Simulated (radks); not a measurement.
Values are calculated unless marked as measured or tabulated.
Question: Radial electron density D(r) = 4 pi r^2 rho(r) of an atom or ion with 63 electrons. Code: a radial shooting solver on a logarithmic mesh with Libxc functionals. Model: scalar-relativistic Kohn-Sham, HCTH/407, spin-polarised, spherical densities, point nucleus.

| r (bohr) | D(r) (e/bohr) | spin D(r) |
|---|---|---|
| 0.002381 | 15.15 | 0.000137 |
| 0.003253 | 23.60 | 0.000211 |
| 0.004444 | 35.33 | 0.000309 |
| 0.006071 | 50.07 | 0.000424 |
| 0.008294 | 65.95 | 0.000532 |
| 0.01133 | 78.90 | 0.000589 |
| 0.01548 | 83.91 | 0.000571 |
| 0.02115 | 79.61 | 0.000537 |
| 0.02889 | 74.05 | 0.000624 |
| 0.03947 | 81.51 | 0.000523 |
| 0.05392 | 102.4 | -0.00164 |
| 0.07367 | 110.6 | -0.00719 |
| 0.1006 | 92.19 | 0.00296 |
| 0.1375 | 84.49 | 0.128 |
| 0.1878 | 97.85 | 0.648 |
| 0.2566 | 75.67 | 2.06 |
| 0.3506 | 41.61 | 4.59 |
| 0.4789 | 46.36 | 7.09 |
| 0.6543 | 40.39 | 7.50 |
| 0.8939 | 19.89 | 5.73 |
| 1.221 | 11.50 | 3.24 |
| 1.668 | 6.830 | 1.20 |
| 2.279 | 2.481 | 0.282 |
| 3.114 | 0.8951 | 0.0677 |
| 4.254 | 0.5576 | 0.00417 |
| 5.811 | 0.2429 | -0.0119 |
| 7.939 | 0.05943 | -0.00353 |
| 10.85 | 0.004281 | -0.000598 |

What is the nuclear charge?

Answer: Z = 63. The innermost maximum, from 1s, lies near gamma/Z bohr with gamma = sqrt(1 - (Z/c)^2) = 0.888, here 0.0141 bohr (found: 0.0155), and its height grows with Z. The density is that of neutral europium in [Xe] 4f7 6s2; the configuration itself is not fixed sharply by these data, and Z only to a few units. D(r) has 4 maxima, at r = 0.0155, 0.0691, 0.192, 0.527 bohr, and minima at 0.0296, 0.126, 0.380 bohr, inside which lie 1.94, 11.11, 29.28 electrons.
